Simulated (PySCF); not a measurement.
C6H15O, SMILES CC(C)CC(C)[OH2+], charge +1.

Coordinates come from a PBE-D3(BJ)/def2-SVP optimisation. The isomer is the one that the SMILES or the coordinates give; other isomers of the formula were not compared. Other conformers were not sampled.

Method: PBE-D3(BJ)/def2-SVP in PySCF 2.14.0.

Harmonic, unscaled wavenumbers; measured fundamentals usually lie a few per cent lower.

### Question
Estimate the vibrational spectrum. (An estimate is asked for; the answer gives what the named calculation found.)

### Answer

```
mode  ν (cm⁻¹)  IR (km/mol)  moving atoms (share of kinetic energy)
----  --------  -----------  --------------------------------------
1           56          4.4                  C 40 %, O 30 %, H 30 %
2          141          0.2                          C 62 %, H 38 %
3          214          8.7                  H 56 %, C 28 %, O 17 %
4          236          1.3                                  H 93 %
5          248          5.7                  H 67 %, C 18 %, O 16 %
6          294          7.0                          H 53 %, C 39 %
7          328          3.6                  C 50 %, H 36 %, O 14 %
8          346         44.8                          H 75 %, C 22 %
9          376         19.9                          H 56 %, C 39 %
10         386         17.6                          H 68 %, C 28 %
11         411         12.3                  H 54 %, C 34 %, O 11 %
12         443          8.7                  H 45 %, C 36 %, O 19 %
13         566          1.6                          C 58 %, H 41 %
14         590         59.1                  C 48 %, O 35 %, H 17 %
15         764         98.8                   H 71 %, C 21 %, O 8 %
16         776         21.6                          C 54 %, H 44 %
17         833         32.2                          H 62 %, C 37 %
18         876          4.8                          H 55 %, C 45 %
19         893          0.2                          H 84 %, C 16 %
20         928          5.2                          H 72 %, C 28 %
21         947         12.6                          C 50 %, H 50 %
22         972         10.9                          H 60 %, C 39 %
23         981         19.2                          H 74 %, C 21 %
24        1027          3.1                          H 68 %, C 32 %
25        1068         12.6                          H 56 %, C 44 %
26        1136          4.9                          C 62 %, H 38 %
27        1161          0.9                          H 53 %, C 47 %
28        1166         17.9                          H 66 %, C 32 %
29        1222         16.7                          H 84 %, C 14 %
30        1257          6.1                          H 64 %, C 35 %
31        1294         15.8                          H 80 %, C 19 %
32        1304         12.5                          H 73 %, C 26 %
33        1311          0.4                          H 75 %, C 25 %
34        1332          6.8                          H 71 %, C 29 %
35        1347         13.5                          H 80 %, C 20 %
36        1359         26.1                          H 77 %, C 23 %
37        1375          7.8                          H 77 %, C 23 %
38        1381         14.6                          H 77 %, C 23 %
39        1405          4.0                                  H 97 %
40        1413          7.0                          H 83 %, C 17 %
41        1416          6.7                                  H 93 %
42        1426          6.3                                  H 93 %
43        1429         28.5                                  H 95 %
44        1468         10.3                                  H 96 %
45        1544         75.7                                  H 93 %
46        2853        133.6                                  H 95 %
47        2968          9.9                                  H 96 %
48        2981          4.0                                  H 94 %
49        2988          2.6                                  H 97 %
50        2998          0.7                                  H 93 %
51        3009         11.9                                  H 92 %
52        3023          2.5                           H 92 %, C 8 %
53        3036          3.5                           H 91 %, C 9 %
54        3054         14.1                           H 91 %, C 9 %
55        3062          7.9                           H 91 %, C 9 %
56        3078          1.4                           H 91 %, C 9 %
57        3080          1.4                           H 90 %, C 9 %
58        3097          1.4                          H 90 %, C 10 %
59        3128        760.4                                  H 94 %
60        3605        224.2                                  H 94 %
```
